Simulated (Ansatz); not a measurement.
Two isomers of C2H5NOSe: A = `NCOC=[Se]`, B = `N=COC[SeH]`.

Program: Ansatz. Geometries: PBE0-D4/def2-TZVP. ΔE: electronic, gas phase. CCSD(T)/CBS adds triple-zeta CCSD(T) − MP2 to the extrapolated MP2 energy (def2 sets, frozen cores). Functionals use def2-TZVPP. B3LYP here is the variant with VWN-RPA as its local correlation; programs differ in this. For Se outer-core shells are correlated without core-valence functions, which leaves a few kJ/mol of doubt a bond. Scalar relativity is left out up to krypton. Each species was taken in one conformer, which may not be the lowest.

A:

Z-matrix (Å, degrees):
```
C
O 1 1.469
N 1 1.400 2 111.0
H 1 1.091 2 106.6 3 -121.9
H 1 1.091 2 106.6 3 121.9
C 2 1.305 1 118.9 3 -179.9
H 3 1.010 1 113.5 2 63.4
H 3 1.009 1 113.5 2 -63.3
Se 6 1.773 2 128.9 1 -0.0
H 6 1.090 2 110.0 1 180.0
```

B:

Z-matrix (Å, degrees):
```
C
Se 1 1.935
O 1 1.410 2 110.4
H 1 1.092 2 109.3 3 -122.3
H 1 1.094 2 105.6 3 120.2
H 2 1.468 1 94.6 3 74.7
C 3 1.351 1 116.6 2 177.9
N 7 1.257 3 130.3 1 -0.5
H 7 1.088 3 108.9 1 179.6
H 8 1.017 7 113.7 3 0.0
```

Problem. Which is lower in electronic energy at CCSD(T)/CBS, and by how much? (Estimate.)

Solution. The calculation gave: A, by 6.4 kcal/mol.

Problem. Give E(B) − E(A) in kcal/mol with MP2/def2-TZVPP, CCSD/def2-TZVPP, HF/def2-TZVPP, r2SCAN-D4, B3LYP, B2PLYP, ωB97M-V. (Best estimate.)

Solution. Ansatz gave: MP2/def2-TZVPP 6.6, CCSD/def2-TZVPP 3.8, HF/def2-TZVPP 2.9, r2SCAN-D4 7.0, B3LYP 6.1, B2PLYP 6.6, ωB97M-V 5.0. None reverses the order clearly.

Largest T1 diagnostic: 0.016.

In def2-TZVPP, CCSD(T) changes the Hartree–Fock value by +1.9 kcal/mol (the triples alone add +1.1 kcal/mol) and MP2 by +3.6 kcal/mol.
